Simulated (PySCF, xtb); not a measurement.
C3H6BFN2, SMILES FB(C#CCN)N.

GFN2-xTB (xtb) at its own geometry gives an orbital gap of 4.11 eV and a dipole moment of 2.28 D.

Coordinates come from a ωB97X-D3(BJ)/def2-SVP optimisation. This is a generated structure with no PubChem entry under its InChIKey; it may be hypothetical. The values are those of a single conformer.

Problem. What does M06-2X/def2-TZVP (PySCF) give? (An estimate is asked for; the answer gives what the named calculation found.)

Solution. gap 9.22 eV (levels -8.56 and 0.66 eV), dipole 2.89 D.
